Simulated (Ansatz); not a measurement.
`C[Si](C)(F)[SeH]` → `[CH3]`• + `C[Si](F)[SeH]`• at 600 K and 1 bar (homolysis of the C–Si bond).

Calculated with Ansatz (gas phase, PBE0-D4/def2-TZVP geometries, no zero-point term in ΔE). CBS: MP2 limit from def2 TZ/QZ plus the TZ coupled-cluster correction, frozen cores. This one scheme is used for every species. No spin–orbit coupling; open shells (•) take unrestricted orbitals. For Se outer-core shells are correlated without core-valence functions, which leaves a few kJ/mol of doubt a bond. Scalar relativity is left out up to krypton. One conformer a species, not always the lowest.

```json
{"species": "`C[Si](C)(F)[SeH]`", "CCSD(T)/CBS energy (Eh)": "-2870.02560", "H − E (kJ/mol)": "296.4", "S (J/(mol·K))": "495.1"}
{"species": "`[CH3]`•", "CCSD(T)/CBS energy (Eh)": "-39.78218", "H − E (kJ/mol)": "101.9", "S (J/(mol·K))": "224.9"}
{"species": "`C[Si](F)[SeH]`•", "CCSD(T)/CBS energy (Eh)": "-2830.08916", "H − E (kJ/mol)": "179.4", "S (J/(mol·K))": "427.4"}
```

H − E and S are ideal-gas, rigid-rotor, harmonic terms from PBE0-D4/def2-TZVP, for one conformer and one mirror image of each species, with the whole ground term of open shells counted as degenerate. 1 Eh = 2625.50 kJ/mol, R = 8.31446 J/(mol·K).

Question: By hand: ΔE, ΔH, ΔS and ΔG.

Answer: ΔE = (-39.78218) + (-2830.08916) − (-2870.02560) = 0.15426 Eh = 405.0 kJ/mol. Δ(H − E) = 101.9 + 179.4 − 296.4 = -15.1, so ΔH = 389.9 kJ/mol. ΔS = 224.9 + 427.4 − 495.1 = 157.2 J/(mol·K). ΔG = 389.9 − 600 × (157.2)/1000 = 295.6 kJ/mol.

Question: By hand: the equilibrium constant, and the temperature at which ΔG would vanish if ΔH and ΔS stayed fixed.

Answer: log₁₀ K = −ΔG/(RT ln 10) = -25.7. ΔG = 0 at ΔH/ΔS = 2480 K.

The number of gas molecules changes by +1, which sets the sign of ΔS. A doubt of 5 kJ/mol in ΔE shifts log₁₀ K by 0.4 here. Other conformers and mirror images would add mixing entropy, several J/(mol·K) or more a flexible species. These are equilibria of isolated gas molecules and say nothing of rates. Largest T1 diagnostic: 0.012 (customary marks: 0.02 for closed shells, 0.045 for open ones).
